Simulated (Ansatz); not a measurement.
**What each rung costs, and what it gives**

The pair of F⁻ (SMILES [F-], atom 1) and Si2H6 (SMILES [SiH3][SiH3], atoms 2–9), both closed shells, in one local arrangement (a lower one may exist), relaxed at PBE0-D4/def2-TZVPD:

```
atom    x (Å)    y (Å)    z (Å)
  F1  -0.5894  -0.1670  -2.0646
 Si2   0.1078   1.0975   0.6059
 Si3  -0.1125  -0.9245  -0.5857
  H4   1.4971   1.2207   1.1703
  H5  -0.1508   2.4570   0.0007
  H6  -0.7719   1.0812   1.8264
  H7   0.3338  -1.5265   0.8224
  H8   1.0940  -1.5413  -1.2511
  H9  -1.4081  -1.6971  -0.5244
```

Interaction energies are counterpoise-corrected; the time is that of the whole pair.

Program: Ansatz 0.2.0. Basis: as named in each row. Cores are frozen in the correlated methods. B3LYP uses VWN-RPA correlation. Extrapolation: Hartree–Fock as exp(−7.88 √X), correlation as X^−2.97.

Times are rough, for one single point on 4 threads of a shared host (Arm Neoverse V1).

The estimate by CCSD(T) at an estimated basis limit (MP2 extrapolated from triple and quadruple zeta, plus CCSD(T) − MP2 in triple zeta) is -3.040 eV.

```csv
method,basis,time (s),interaction energy (eV),method less estimate
HF,STO-3G,under 1,-1.570,1.470
PBE-D4,STO-3G,under 1,-1.263,1.777
SPW92,def2-SVP,under 1,-3.444,-0.404
B3LYP-D4,6-31G,under 1,-2.114,0.926
PBE-D4,def2-SVP,under 1,-3.140,-0.100
PBE0-D4,def2-SVP,under 1,-3.330,-0.290
CCSD(T),def2-SVP,1,-3.020,0.020
revPBE-D4,def2-TZVPPD,2,-2.784,0.256
PBE-D4,def2-TZVPPD,2,-2.826,0.214
BLYP-D4,def2-TZVPPD,2,-2.700,0.341
PBE0-D4,def2-TZVPPD,3,-3.029,0.011
HSE06-D4,def2-TZVPPD,3,-3.029,0.011
B3LYP-D4,def2-TZVPPD,3,-2.900,0.140
wB97M-V,def2-SVP,3,-3.340,-0.300
r2SCAN-D4,def2-TZVPPD,4,-3.039,0.002
B2PLYP,def2-TZVPPD,6,-2.845,0.195
B97M-V,def2-TZVPPD,8,-3.150,-0.110
wB97X-V,def2-TZVPPD,8,-2.975,0.065
wB97M-V,def2-TZVPPD,8,-3.036,0.004
MP2,def2-QZVPPD,27,-2.986,0.054
CCSD(T),def2-TZVPPD,81,-2.901,0.139
```

T1 diagnostic: at most 0.024.
